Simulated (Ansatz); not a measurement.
Consider the hydrogenolysis of the Sn–O bond: `C[O][SnH3]` + H₂ → `[SnH4]` + CH₃OH.

Calculated with Ansatz (gas phase, PBE0-D4/def2-TZVP geometries, no zero-point term in ΔE). CCSD(T)/CBS is the MP2 limit (def2-TZVPP, def2-QZVPP) plus CCSD(T) − MP2 in def2-TZVPP, frozen cores. This one scheme is used for every species. DFT in def2-TZVPP. B3LYP here is the variant with VWN-RPA as its local correlation; programs differ in this. def2 core potentials past Kr. For Sn outer-core shells are correlated without core-valence functions, which leaves a few kJ/mol of doubt a bond.

Problem. Is it downhill or uphill in electronic energy at CCSD(T)/CBS, and by how much? (Estimate.)

Solution. Ansatz gave: Nearly level: ΔE = -0.2 kcal/mol.

Problem. What do these levels give: LDA (SPW92), revPBE-D4, r2SCAN-D4, B97M-V, B3LYP-D4, ωB97X-V, ωB97M-V, BHLYP, RPA@PBE/def2-TZVPP, CCSD(T)/def2-SVP, SCS-MP2/def2-TZVPP, HF/CBS(def2)? (Best estimate.)

Solution. The calculation gave: LDA (SPW92) -4.5, revPBE-D4 -0.5, r2SCAN-D4 -1.1, B97M-V -2.6, B3LYP-D4 -1.4, ωB97X-V -2.1, ωB97M-V -2.6, BHLYP -4.6, RPA@PBE/def2-TZVPP -1.9, CCSD(T)/def2-SVP -4.2, SCS-MP2/def2-TZVPP -1.0, HF/CBS(def2) -5.6 kcal/mol.

Largest T1 diagnostic among the species: 0.013.

In def2-TZVPP, CCSD(T) changes the Hartree–Fock value by +3.7 kcal/mol (the triples alone add +1.2 kcal/mol) and MP2 by +5.6 kcal/mol. Leaving LDA and LC-ωPBE aside and taking each functional with its dispersion term where it has one, the values, not all of them listed here, spread over 4.2 kcal/mol, from HSE06-D4 to BLYP-D4. LDA lies −1.4 kcal/mol from PBE without D4.
